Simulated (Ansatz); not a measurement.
Ansatz (a quantum-chemistry and plane-wave program) input:

Ansatz 0.2 input:
```yaml
crystal:
  periodic: [false, false, false]
  atoms:
    - {symbol: Al, position_ang: [-0.01661298, -0.05401207, -0.05441973]}
    - {symbol: H, position_ang: [0.61015758, 0.25512337, 1.46491578]}
    - {symbol: H, position_ang: [-0.05068770, 1.56382298, 0.36775930]}
    - {symbol: H, position_ang: [-0.34350110, -1.11678946, -1.12521856]}
basis:
  gaussian:
    orbitals: def2-TZVP
hamiltonian:
  xc: {name: PBE0}
total_charge: 1
magnetization: {spin_polarized: true, initial_magnetization: 1}
```

### Question
What final total energy does it print?

### Answer
-243.69899 Eh (PBE0/def2-TZVP). The basis has 55 functions.
